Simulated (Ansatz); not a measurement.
Consider the redistribution: `N[Si](F)(F)S` + `[OH][Ti]([OH])([OH])[I]` → `N[Si](F)(S)I` + `[OH][Ti]([OH])([OH])[F]`.

Calculated with Ansatz (gas phase, PBE0-D4/def2-TZVP geometries, no zero-point term in ΔE). CBS: MP2 limit from def2 TZ/QZ plus the TZ coupled-cluster correction, frozen cores. Functionals use def2-TZVPP. B3LYP here is the variant with VWN-RPA as its local correlation; programs differ in this. HSE06 is defined as in plane-wave codes. Elements past krypton have def2 core potentials. For I, Ti outer-core shells are correlated without core-valence functions, which leaves a few kJ/mol of doubt a bond. Scalar relativity is left out up to krypton. One conformer a species, not always the lowest.

```tsv
level	ΔE (kJ/mol)	difference from CCSD(T)/CBS
PBE-D4	35.1	-21.1
B97M-V	51.2	-5.0
B3LYP-D4	47.7	-8.5
HSE06-D4	43.8	-12.4
ωB97M-V	46.7	-9.5
PBE-QIDH	57.5	1.3
PBE	36.6	-19.6
r2SCAN	48.7	-7.5
B3LYP	50.5	-5.7
CCSD/def2-SVP	44.5	-11.7
CCSD(T)/CBS	56.2	0
```

Largest T1 diagnostic among the species: 0.023, so the coupled-cluster value is less sure than usual.

From r2SCAN to r2SCAN0 (25 % exact exchange), in def2-TZVPP and without D4, ΔE moves by +4.7 kJ/mol. Leaving LDA and LC-ωPBE aside and taking each functional with its dispersion term where it has one, the values, not all of them listed here, spread over 27.9 kJ/mol, from revPBE-D4 to B2PLYP. LDA lies +7.2 kJ/mol from PBE without D4. At CCSD(T), def2-SVP lies −5.6 kJ/mol from the extrapolated value and def2-TZVPP +3.6 kJ/mol.

CCSD(T)/CBS has its own doubt, a few kJ/mol and more with outer-core shells, so smaller differences from it don't rank the levels.
